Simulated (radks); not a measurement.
The nuclear charge of neutral chromium is varied continuously with 24 electrons held in [Ar] 3d5 4s1. All-electron calculation, Dirac Kohn-Sham, PBE, spin-unpolarised, spherical densities, finite nucleus; open shells are shared between the two j in proportion to 2j + 1; Fermi nuclear charge, rms radius 3.6452 fm. Program: a radial shooting solver on a logarithmic mesh with Libxc functionals. By the Hellmann-Feynman theorem dE/dZ = E(electron-nucleus)/Z, the electronic potential at the nucleus (averaged over a nucleus of fixed radius).

| Z | E (hartree) | E(electron-nucleus)/Z (hartree) | HOMO | e(HOMO) (eV) | <r> HOMO (bohr) |
|---|---|---|---|---|---|
| 23.8 | -1029.75166 | -103.353 | 3d5/2 | -1.240 | 1.637 |
| 23.9 | -1040.11652 | -103.944 | 3d5/2 | -2.024 | 1.575 |
| 24 | -1050.54043 | -104.534 | 3d5/2 | -2.883 | 1.521 |
| 24.1 | -1061.02324 | -105.122 | 3d5/2 | -3.812 | 1.473 |
| 24.2 | -1071.56485 | -105.710 | 3d5/2 | -4.808 | 1.430 |
| 24.3 | -1082.16513 | -106.296 | 3d5/2 | -5.867 | 1.391 |
| 24.4 | -1092.82400 | -106.881 | 4s1/2 | -6.797 | 3.149 |
| 24.5 | -1103.54136 | -107.466 | 4s1/2 | -7.573 | 3.085 |
| 24.6 | -1114.31714 | -108.050 | 4s1/2 | -8.379 | 3.024 |
| 24.7 | -1125.15126 | -108.633 | 4s1/2 | -9.212 | 2.967 |
| 24.8 | -1136.04367 | -109.215 | 4s1/2 | -10.074 | 2.911 |
| 24.9 | -1146.99429 | -109.797 | 4s1/2 | -10.962 | 2.859 |
| 25 | -1158.00310 | -110.379 | 4s1/2 | -11.877 | 2.808 |

The central difference of E at Z = 24 is -104.534 hartree, to compare with the third column; the second derivative is -5.89 hartree.
